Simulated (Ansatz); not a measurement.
`O[SiH2]/C=C\[SiH](O)O` + `C[N]([SiH3])[GeH3]` → `C[N]([GeH3])[SiH2]O` + `O[SiH](O)/C=C/[SiH3]`  (redistribution)

Calculated with Ansatz (gas phase, PBE0-D4/def2-TZVP geometries, no zero-point term in ΔE). CCSD(T)/CBS adds triple-zeta CCSD(T) − MP2 to the extrapolated MP2 energy (def2 sets, frozen cores). Double bonds are as drawn, so ΔE can hold a change between cis and trans. DFT in def2-TZVPP. B3LYP here is the variant with VWN-RPA as its local correlation; programs differ in this. For Ge outer-core shells are correlated without core-valence functions, which leaves a few kJ/mol of doubt a bond. Scalar relativity is left out up to krypton. One conformer a species, not always the lowest.

Is it downhill or uphill in electronic energy at CCSD(T)/CBS, and by how much? (Best estimate.)

The calculation gave: Downhill: ΔE = -14.8 kJ/mol.

What do these levels give: PBE-D4, PBE, PBE0, B3LYP, CCSD(T)/def2-TZVPP, SCS-MP2/def2-QZVPP? (An estimate is asked.)

Ansatz gave: PBE-D4 -11.1, PBE -15.4, PBE0 -15.5, B3LYP -16.4, CCSD(T)/def2-TZVPP -14.3, SCS-MP2/def2-QZVPP -16.0 kJ/mol.

Largest T1 diagnostic among the species: 0.012.

In def2-TZVPP, CCSD(T) changes the Hartree–Fock value by +6.3 kJ/mol (the triples alone add +1.1 kJ/mol) and MP2 by +5.8 kJ/mol. The D4 term adds +7.0 kJ/mol with B3LYP and +3.7 kJ/mol with PBE0; it sums over pairs of atoms, weighted by their polarisabilities, and B3LYP, whose exchange is more repulsive, gets the larger term.
